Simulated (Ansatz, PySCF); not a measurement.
SiCl2, SMILES Cl[Si]Cl (connectivity only; charge and spin as stated), neutral, multiplicity 1. Atoms are numbered in the order given.

```xyz
3

Si     0.0000     0.0000     0.9323
Cl     0.0000     1.6067    -0.3846
Cl     0.0000    -1.6067    -0.3846
```
Charge 0, spin multiplicity 1.

Geometry optimised at PBE0-D3(BJ)/def2-TZVP. The isomer is the one that the SMILES or the coordinates give; other isomers of the formula were not compared.

Two levels are set side by side: PBE-D3(BJ)/def2-TZVP (Ansatz, a quantum-chemistry and plane-wave program) and PBE0-D3(BJ)/def2-TZVP (Ansatz). Each level has its own optimised geometry; the coordinates shown are those of the second. Frequencies come from the Hessian of PySCF at each geometry. Differences are taken from unrounded values.

| quantity | PBE0-D3(BJ) | PBE-D3(BJ) | PBE-D3(BJ) minus PBE0-D3(BJ) |
|---|---|---|---|
| mean bond length (Å) | 2.077 | 2.098 | 0.021 |
| bond Si1–Cl2 (Å) | 2.077 | 2.098 | 0.021 |
| bond Si1–Cl3 (Å) | 2.077 | 2.098 | 0.021 |
| highest harmonic wavenumber (cm⁻¹) | 520 | 496 | -24 |
| mean harmonic wavenumber (cm⁻¹) | 411 | 392 | -19 |
| zero-point energy (kcal/mol) | 1.76 | 1.68 | -0.08 |

Exact exchange shortens and stiffens bonds; PBE has none. Differences between two approximate levels are no errors against the true value.
